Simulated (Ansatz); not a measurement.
Molecule: HgCl$_{2}$ (charge 0, singlet). 
Geometry from a B3LYP-D3(BJ)/def2-TZVP (Ansatz, a program for electronic structure) optimisation:
```
Hg
Cl 1 2.2848
Cl 1 2.2848 2 180.00
```
Charge 0, spin multiplicity 1.

Wanted: atomisation energy (electronic, to ground-state atoms), in eV. Valence correlation only, unless marked. Open shells are spin-unrestricted. No spin-orbit coupling. The frozen core is the preceding noble-gas configuration, with the filled d and f shells of earlier blocks. Past Kr the def2 sets carry scalar-relativistic core potentials. The coupled-cluster limit lacks core correlation, which all-electron functionals hold. Basis-set limits of correlation are two-point, X^-3; Hartree-Fock from the larger set. The bracket is a focal-point correction in the basis named.

| level | program | atomisation energy (eV) |
|---|---|---|
| PBE/def2-TZVPD | Ansatz | 4.71 |

Task: Estimate the value at RI-MP2/CBS(def2-TZVPPD,def2-QZVPPD)+[CCSD(T)-MP2]/def2-TZVPPD as computed with Ansatz.

Result: 4.67 eV
